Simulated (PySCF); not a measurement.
From one molecule to another.

First species: C₂H₆FPSi₂.
SMILES: `C#C[SiH2]P[SiH2]F`

Second species: C6H8O2.
SMILES: `C(/C=C\OC=O)C=C`

Levels: B3LYP/def2-SVPD for dipole moment, HOMO energy, LUMO energy, HOMO–LUMO gap, static isotropic polarisability and electronic spatial extent ⟨r²⟩ about the centre of nuclear charge; TDDFT B3LYP/def2-SVPD for lowest singlet excitation; TDA B3LYP/def2-SVPD for lowest triplet excitation (Tamm–Dancoff); GFN2-xTB for rotational constant A and rotational constant C. Geometries: GFN2-xTB. Each structure is a single optimised conformer of the isolated species, non-relativistic unless stated; the electronic structure was computed with PySCF and density fitting.

Dipoles, sizes and rotational constants follow the conformer. The torsions of the flexible species, by atom-mapped SMILES:
- `[CH:1]#[C:2][SiH2:3][PH:4][SiH2:5][F:6]`: C2–Si3–P4–Si5 47°, Si3–P4–Si5–F6 74°
- `[CH2:1]=[CH:2][CH2:3]/[CH:4]=[CH:5]\[O:6][CH:7]=[O:8]`: C1–C2–C3–C4 -118°, C2–C3–C4–C5 115°, C4–C5–O6–C7 -178°, C5–O6–C7–O8 0°

Values for the first species:

| Property | Result |
| --- | --- |
| Dipole moment | 2.09 D |
| HOMO energy | -7.29 eV |
| LUMO energy | -0.82 eV |
| HOMO–LUMO gap | 6.47 eV |
| Lowest singlet excitation | 5.47 eV |
| Lowest triplet excitation (Tamm–Dancoff) | 4.86 eV |
| Static isotropic polarisability | 102.1 au |
| Electronic spatial extent ⟨r²⟩ about the centre of nuclear charge | 1269 bohr² |
| Rotational constant A | 2.363 GHz |
| Rotational constant C | 0.938 GHz |

Question: Estimate the same properties for the second species, and the change in each.

Answer: 
```csv
property,first,second,second less first
dipole moment,2.09 D,2.23 D,+0.14 D
HOMO energy,-7.29 eV,-7.14 eV,+0.15 eV
LUMO energy,-0.82 eV,-0.98 eV,-0.16 eV
HOMO–LUMO gap,6.47 eV,6.16 eV,-0.31 eV
lowest singlet excitation,5.47 eV,5.65 eV,+0.18 eV
lowest triplet excitation (Tamm–Dancoff),4.86 eV,4.15 eV,-0.71 eV
static isotropic polarisability,102.1 au,83.6 au,-18.5 au
electronic spatial extent ⟨r²⟩ about the centre of nuclear charge,1269 bohr²,1367 bohr²,+98 bohr²
rotational constant A,2.363 GHz,5.217 GHz,+2.854 GHz
rotational constant C,0.938 GHz,0.827 GHz,-0.111 GHz
```

On the first: In wavenumbers S1 is 44100 cm⁻¹ (1 eV = 8065.54 cm⁻¹). No computed singlet falls in the visible range (750 to 380 nm, 1.65 to 3.26 eV); S1 lies 2.21 eV above its blue end.

On the second: No computed singlet falls in the visible range (750 to 380 nm, 1.65 to 3.26 eV); S1 lies 2.39 eV above its blue end. A dipole of 2.23 D is allowed in C1, and pure rotational transitions are dipole-allowed.
